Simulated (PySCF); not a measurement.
Basis-set dependence of SeBr at HF

PySCF, UHF reference; doublet, unpaired electrons π ↑; De to Se + Br without counterpoise correction.

```
     basis                           relativity  functions  Re (Å)  ωe (cm⁻¹)  De (eV)  μ (D)
cc-pVDZ-PP  scalar-relativistic core potentials         46   2.296        328     0.74  -1.00
x2c-SVPall                        spin-free X2C         64   2.298        322     0.76  -0.95
def2-TZVPP                        no relativity         96   2.284        333     0.90  -0.77
```

Task: How does each smaller set differ from the one with most functions, def2-TZVPP?

Result: cc-pVDZ-PP: +1.2 pm, -1.5 % in ωe, -0.16 eV in De; x2c-SVPall: +1.4 pm, -3.3 % in ωe, -0.14 eV in De. All at HF; the set with most functions is neither the basis-set limit nor always the best. The rows treat relativity differently, so the differences are not basis effects alone.

A positive dipole means Se(−)Br(+). Spin–orbit coupling is left out. Hartree–Fock leaves out correlation, which carries a large part of most bond energies and some tenths to 1 eV of ionisation energies. The state is the lowest determinant that a PBE0 search found; another state may lie lower at other levels.
